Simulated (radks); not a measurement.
The ytterbium ion Yb+ inside a hard spherical wall (all orbitals vanish at R), configuration held at [Xe] 4f14 6s1 and not refilled when levels cross. Method: scalar-relativistic Kohn-Sham, PBEsol, spin-polarised, spherical densities, finite nucleus; open shells are filled with parallel spins first (spin-orbit coupling, left out, can overturn this in heavy ions); Fermi nuclear charge, rms radius 5.3108 fm; computed with a radial shooting solver on a logarithmic mesh with Libxc functionals. Eigenvalues in eV for spin up, with the zero of energy where the potential of the charges vanishes at infinity; a dash marks a level that is unbound or too diffuse for the functional's potential to be trusted. A positive occupied level is held by the wall or, in an anion where self-interaction has pushed it up, behind a barrier. The pressure on the wall is -dE/dV.

R (bohr),E (hartree),kinetic (hartree),e(5s),e(5p),e(4f),e(6s),"e(5d, empty)","e(6p, empty)",pressure (GPa)
free,-14053.5435,15309.859,-61.761,-34.295,-9.775,-9.667,-6.759,-5.800,0
15,-14053.5435,15309.859,-61.761,-34.295,-9.775,-9.667,-6.758,-5.799,< 0.0001
12,-14053.5435,15309.859,-61.760,-34.294,-9.774,-9.666,-6.757,-5.791,0.000228
10,-14053.5433,15309.861,-61.749,-34.283,-9.763,-9.656,-6.745,-5.733,0.00538
8,-14053.5411,15309.882,-61.651,-34.189,-9.668,-9.550,-6.639,-5.374,0.111
5,-14053.4532,15310.334,-60.309,-32.926,-8.287,-6.677,-4.829,0.174,10.2
4,-14053.2220,15311.348,-58.442,-31.184,-6.189,-0.495,-1.774,9.772,64.2
3.5,-14052.8819,15312.843,-56.383,-29.171,-3.738,7.245,1.749,20.636,193
3,-14052.0389,15316.520,-52.335,-24.911,1.238,23.292,8.766,41.480,690
2,-14041.6590,15356.504,-20.079,13.225,37.274,149.92,63.084,187.49,16800
1.5,-14008.6762,15467.432,61.078,109.57,103.13,417.69,183.88,475.69,138000
